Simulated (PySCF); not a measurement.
# UHF on Ce²⁺ (cerium, charge +2)

Configuration: [Xe] 4f1 6s1, high-spin 3F determinant (an excited configuration). Calculation: PySCF 2.14, in ANO-RCC-VTZP; scalar relativity by spin-free X2C-1e.

```
Total energy                                                  : -8855.330885 hartree
One-electron energy                                           : -12043.3136 hartree
Hartree (Coulomb) energy                                      : 3396.4315 hartree
Exchange energy                                               : -208.4488 hartree
⟨S²⟩                                                          : 2.0011
⟨L²⟩                                                          : 12.018
Sum of ⟨r⟩                                                    : 36.62 bohr
Sum of ⟨r²⟩                                                   : 55.06 bohr²
Traceless quadrupole moment −½Σ⟨3z² − r²⟩ along its main axis : 0.257 e·bohr²
Langevin diamagnetic susceptibility                           : -43.6 ×10⁻⁶ cm³/mol
```

| shell | electrons | mean orbital energy (hartree) | spread (hartree) | rms radius, mean of both spins (bohr) |
| --- | --- | --- | --- | --- |
| 1s α | 1 | -1493.91057 | 0 | 0.0280 |
| 1s β | 1 | -1493.90893 | 0 | 0.0280 |
| 2s α | 1 | -243.73844 | 0 | 0.114 |
| 2s β | 1 | -243.73633 | 0 | 0.114 |
| 2p α | 3 | -218.34872 | 0.00757 | 0.102 |
| 2p β | 3 | -218.34773 | 0.00807 | 0.102 |
| 3s α | 1 | -54.66283 | 0 | 0.296 |
| 3s β | 1 | -54.64454 | 0 | 0.296 |
| 3p α | 3 | -46.37331 | 0.02830 | 0.297 |
| 3p β | 3 | -46.35442 | 0.05018 | 0.297 |
| 3d α | 5 | -34.48049 | 0.00866 | 0.274 |
| 3d β | 5 | -34.46022 | 0.03916 | 0.274 |
| 4s α | 1 | -12.27961 | 0 | 0.676 |
| 4s β | 1 | -12.22536 | 0 | 0.676 |
| 4p α | 3 | -9.46343 | 0.02184 | 0.718 |
| 4p β | 3 | -9.40534 | 0.09252 | 0.718 |
| 4d α | 5 | -5.26881 | 0.05894 | 0.802 |
| 4d β | 5 | -5.19209 | 0.07660 | 0.802 |
| 5s α | 1 | -2.45406 | 0 | 1.61 |
| 5s β | 1 | -2.41890 | 0 | 1.61 |
| 5p α | 3 | -1.63612 | 0.01741 | 1.85 |
| 5p β | 3 | -1.61193 | 0.04527 | 1.85 |
| 4f α | 1 | -1.11162 | 0 | 1.15 |
| 6s α | 1 | -0.62492 | 0 | 4.01 |

Spin-orbit coupling, absent here, splits the open shell strongly.

Densities and radii are taken from the X2C orbitals without a picture-change correction, which distorts them close to the nucleus.

Spin-orbit constants ζ (cm⁻¹) from the X2C one-electron operator on these orbitals: bare nucleus, nucleus screened by l(l+1)(2l+1)/3 electrons, and screened by the Breit-Pauli mean field of the electrons.

```json
{"shell": "2p", "bare": "2355000", "screened nucleus": "2274000", "mean field": "n/a"}
{"shell": "3p", "bare": "468800", "screened nucleus": "452600", "mean field": "n/a"}
{"shell": "3d", "bare": "72320", "screened nucleus": "59850", "mean field": "n/a"}
{"shell": "4p", "bare": "97660", "screened nucleus": "94290", "mean field": "n/a"}
{"shell": "4d", "bare": "12360", "screened nucleus": "10230", "mean field": "n/a"}
{"shell": "4f", "bare": "1494", "screened nucleus": "772.5", "mean field": "n/a"}
{"shell": "5p", "bare": "14050", "screened nucleus": "13570", "mean field": "n/a"}
```

To first order the Landé constant is A = 386.3 cm⁻¹, so the lowest level has J = 2 and lies 0.192 eV below the centre of the term. This holds in LS coupling only.
